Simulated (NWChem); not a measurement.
SiNH5; SMILES N[SiH3]

Results from NWChem. Geometry: optimised at PBE0/def2-SVP. Level: PBE0/def2-SVP with SMD (1 M gas to 1 M solution), gas-phase geometry. Reactions with the solvent are ignored.

For solvent water:

```yaml
cavity-dispersion-structure term (kcal/mol): 3.0
dipole in solution (D): 1.81
```

**Question.** What are these values for solvent n-hexane?

**Answer.** 
| Quantity | Result |
|---|---|
| cavity-dispersion-structure term (kcal/mol) | 0.4 |
| dipole in solution (D) | 1.59 |
